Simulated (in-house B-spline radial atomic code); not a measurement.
## Er²⁺: [Xe] 4f12

All numbers are computed (Dirac-Kohn-Sham BHandHLYP, spherical fractional occupations, exact exchange averaged over the configuration; Fermi nucleus of rms radius 5.2516 fm) with a radial B-spline atomic code at the basis-set limit, not measured.

Z_r = [3n² - l(l+1)]/(2<r>); Z_e = n√(-2ε); the last column is Slater's effective charge. Values are occupation-weighted means over j. An effective charge above Z reflects the relativistic contraction of the inner shells.

```json
{"shell": "1s", "electrons": "2", "ε (eV)": "-57580", "<r> (bohr)": "0.02037", "Z_r": "73.64", "Z_e": "65.05", "Slater": "67.70"}
{"shell": "2s", "electrons": "2", "ε (eV)": "-9745.2", "<r> (bohr)": "0.08586", "Z_r": "69.88", "Z_e": "53.53", "Slater": "63.85"}
{"shell": "2p", "electrons": "6", "ε (eV)": "-8660.3", "<r> (bohr)": "0.07635", "Z_r": "65.49", "Z_e": "50.46", "Slater": "63.85"}
{"shell": "3s", "electrons": "2", "ε (eV)": "-2221.7", "<r> (bohr)": "0.2246", "Z_r": "60.12", "Z_e": "38.34", "Slater": "56.75"}
{"shell": "3p", "electrons": "6", "ε (eV)": "-1884.5", "<r> (bohr)": "0.2235", "Z_r": "55.92", "Z_e": "35.31", "Slater": "56.75"}
{"shell": "3d", "electrons": "10", "ε (eV)": "-1441.7", "<r> (bohr)": "0.2037", "Z_r": "51.54", "Z_e": "30.88", "Slater": "46.85"}
{"shell": "4s", "electrons": "2", "ε (eV)": "-462.95", "<r> (bohr)": "0.5084", "Z_r": "47.21", "Z_e": "23.33", "Slater": "40.25"}
{"shell": "4p", "electrons": "6", "ε (eV)": "-350", "<r> (bohr)": "0.5384", "Z_r": "42.72", "Z_e": "20.29", "Slater": "40.25"}
{"shell": "4d", "electrons": "10", "ε (eV)": "-192.48", "<r> (bohr)": "0.5853", "Z_r": "35.88", "Z_e": "15.04", "Slater": "28.85"}
{"shell": "5s", "electrons": "2", "ε (eV)": "-72.048", "<r> (bohr)": "1.266", "Z_r": "29.62", "Z_e": "11.51", "Slater": "12.05"}
{"shell": "5p", "electrons": "6", "ε (eV)": "-44.413", "<r> (bohr)": "1.493", "Z_r": "24.45", "Z_e": "9.03", "Slater": "12.05"}
{"shell": "4f", "electrons": "12", "ε (eV)": "-22.73", "<r> (bohr)": "0.8042", "Z_r": "22.38", "Z_e": "5.17", "Slater": "18.15"}
```

The least bound orbital is 4f7/2 at -22.23 eV, while the most diffuse is 5p3/2 (<r> = 1.529 bohr against 0.8118 bohr): energy order and size order differ.

Spin-orbit splittings of the orbital energies (j = l + 1/2 above j = l - 1/2 when positive): 2p 918.2 eV, 3p 194.6 eV, 3d 42.31 eV, 4p 44 eV, 4d 8.095 eV, 5p 5.574 eV, 4f 1.176 eV.

For the 1s electron the small component carries 6.48 % of the norm, the zero-frequency Breit interaction raises the level by 184 eV, self-energy by 112 eV, and vacuum polarisation lowers it by 19.38 eV.
